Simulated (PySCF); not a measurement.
The isolated species `FB(F)[SiH2]c1cccs1` is ionised with Mg Kα (hν = 1253.6 eV). Calculated photoelectron kinetic energies of its computed core levels, recoil neglected:

| line | kinetic energy (eV) |
| --- | --- |
| 1 | 1146.84 |
| 2 | 1146.22 |
| 3 | 963.22 |
| 4 | 963.21 |
| 5 | 963.17 |
| 6 | 962.88 |
| 7 | 560.00 |

Level of theory: delta-SCF UKS SCAN, pcX-2 on the ionised atom, pcseg-1 elsewhere, spin-free X2C (PySCF 2.14.0).

Q: Which element, shell and site does each line come from? Numbering: `[F:1][B:2]([F:3])[SiH2:4][c:5]1[cH:6][cH:7][cH:8][s:9]1`.

A: Against the vacuum level, binding energy = hν − kinetic energy.

```tsv
line	binding energy (eV)	level	atoms	environment
1	106.76	Si 2p3/2	Si4	SiH2 silicon
2	107.38	Si 2p1/2	Si4	SiH2 silicon
3	290.38	C 1s	C6	aromatic CH carbon
4	290.39	C 1s	C5	substituted aromatic carbon
5	290.43	C 1s	C7	aromatic CH carbon
6	290.72	C 1s	C8	aromatic CH next to a ring sulfur
7	693.60	F 1s	F1/F3	boron-bound fluorine
```

Out of reach at this photon energy: Si 1s (1846.5 eV), S 1s (2477.9 eV).

Q: Where does line 3 move with hν = 800.0 eV?

A: To 800.0 − 290.38 = 509.62 eV; every photoline shifts by the change in photon energy, -453.6 eV.

Lowest listed C 1s: C6, bonded to 2 C (aromatic in the SMILES) and H. Highest, 0.34 eV above it: C8, bonded to S (aromatic in the SMILES), C (aromatic in the SMILES) and H. The widest gap between neighbouring values is 0.29 eV, between 290.43 and 290.72 eV. The values 290.38, 290.39 and 290.43 eV lie too close for their order to be trusted.

Q: Which photon wavelength matches the C 1s of C5 threshold?

A: λ = hc/E = 12398.42 eV Å / 290.39 eV = 42.696 Å.

Other core shells, valence and Auger electrons aren't listed. Topologically equivalent atoms share the value of their first member; where this conformer doesn't relate them by symmetry, their own values could differ. Not every level is listed. For 2p shells one spin-free hole was relaxed; a mean-field spin–orbit operator and the ground-state splitting of the three 2p orbitals were then diagonalised within the shell. The shell's mean is (2 × 2p3/2 + 2p1/2)/3, and the degeneracies 2j + 1 give areas of 2:1. 2p1/2 minus 2p3/2 (ligand field included): Si 0.62 eV. No level of boron is listed. The structure is a single PBE0-D3(BJ)/def2-SVP conformer in the gas phase; no vibrational or solvent corrections.

The values belong to the conformer `[F:1][B:2]([F:3])[SiH2:4][c:5]1[cH:6][cH:7][cH:8][s:9]1`: F1–B2–Si4–C5 15°, B2–Si4–C5–C6 -12°.
